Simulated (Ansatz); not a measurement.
`F[Si](I)(I)I` → F• + `I[Si](I)I`• at 500 K and 1 bar (homolysis of the F–Si bond).

Isolated molecules relaxed with PBE0-D4/def2-TZVP in Ansatz; ΔE leaves out vibrations. CBS: MP2 limit from def2 TZ/QZ plus the TZ coupled-cluster correction, frozen cores. This one scheme is used for every species, atoms too. No spin–orbit coupling; open shells (•) take unrestricted orbitals. Spin–orbit coupling would lower the free atoms: a little for F. def2 core potentials past Kr. Bonds to I are less sure, by a few kJ/mol each and by 10 to 20 or more in all where they break to atoms, as the def2 sets lack core-valence functions.

| species | CCSD(T)/CBS energy (Eh) | H − E (kJ/mol) | S (J/(mol·K)) |
| --- | --- | --- | --- |
| `F[Si](I)(I)I` | -1281.38131 | 57.7 | 445.1 |
| F• | -99.66871 | 10.4 | 171.2 |
| `I[Si](I)I`• | -1181.47855 | 42.7 | 423.0 |

H − E and S are ideal-gas, rigid-rotor, harmonic terms from PBE0-D4/def2-TZVP, with the whole ground term of open shells counted as degenerate. 1 Eh = 2625.50 kJ/mol, R = 8.31446 J/(mol·K).

**Question.** By hand: ΔE, ΔH, ΔS and ΔG.

**Answer.** ΔE = (-99.66871) + (-1181.47855) − (-1281.38131) = 0.23405 Eh = 614.5 kJ/mol. Δ(H − E) = 10.4 + 42.7 − 57.7 = -4.6, so ΔH = 609.9 kJ/mol. ΔS = 171.2 + 423.0 − 445.1 = 149.1 J/(mol·K). ΔG = 609.9 − 500 × (149.1)/1000 = 535.4 kJ/mol.

**Question.** By hand: the equilibrium constant, and the temperature at which ΔG would vanish if ΔH and ΔS stayed fixed.

**Answer.** log₁₀ K = −ΔG/(RT ln 10) = -55.9. ΔG = 0 at ΔH/ΔS = 4091 K, far beyond where these terms or the molecules hold.

The number of gas molecules changes by +1, which sets the sign of ΔS. A doubt of 5 kJ/mol in ΔE shifts log₁₀ K by 0.5 here. These are equilibria of isolated gas molecules and say nothing of rates. Largest T1 diagnostic: 0.011 (customary marks: 0.02 for closed shells, 0.045 for open ones).
